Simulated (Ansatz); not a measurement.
Input for Ansatz (a quantum-chemistry and plane-wave program): R-PBE0/def2-TZVPP on ClHSSi (SMILES S[Si]Cl), a point of a torsion scan.

Ansatz 0.2 input:
```yaml
crystal:
  periodic: [false, false, false]
  atoms:
    - {symbol: S, position_ang: [-1.27363579, 0.51012940, 0.42641009]}
    - {symbol: Si, position_ang: [0.80696414, 0.81255687, -0.26947577]}
    - {symbol: Cl, position_ang: [0.54051191, 2.07504484, -1.85995739]}
    - {symbol: H, position_ang: [-1.46451634, -0.54299307, -0.35678478]}
basis:
  gaussian:
    orbitals: def2-TZVPP
hamiltonian:
  xc: {name: PBE0}
scf: {lower_state_search: off}
```

Program output:

```
WARN ansatz: RAYON_NUM_THREADS=2 ignored (pool sized by the plan → 2); use --threads N
Functional definition: PBE0
these checks for a lower state are left out or cut short: stability, starts, cluster_reference, orbital_swaps, neighbouring_geometries, increment
integrals: 0.07 GiB planned
990 factors; their error is unknown
mean field: 0.54 GiB planned
mean field evaluation 1: about -31241.4707 eV, gradient 1.9e1 eV
mean field evaluation 2: about -31241.2665 eV, gradient 2.2e1 eV
mean field evaluation 4: about -31242.4338 eV, gradient 1.0e0 eV
mean field evaluation 8: about -31242.4932 eV, gradient 2.9e-2 eV
mean field evaluation 16: about -31242.4932 eV, gradient 3.6e-6 eV
mean field -31242.49316518 eV, -1148.1404468980 hartree, gradient 3.6e-6 eV, S^2 0.000000; 0 other end points of the search recorded, 0 dependent functions left out
reference -31242.49318862 eV, -1148.1404477594 hartree; 24, 24 occupied and 116, 116 virtual orbitals, 990 factors
Total energy: -31242.49318862 eV, -1148.1404477594 hartree
Checks for a lower state left out: stability, starts, cluster_reference, orbital_swaps, neighbouring_geometries, increment
```

Self-consistency was reached.

Cost: around 1.3 core-seconds (rough).
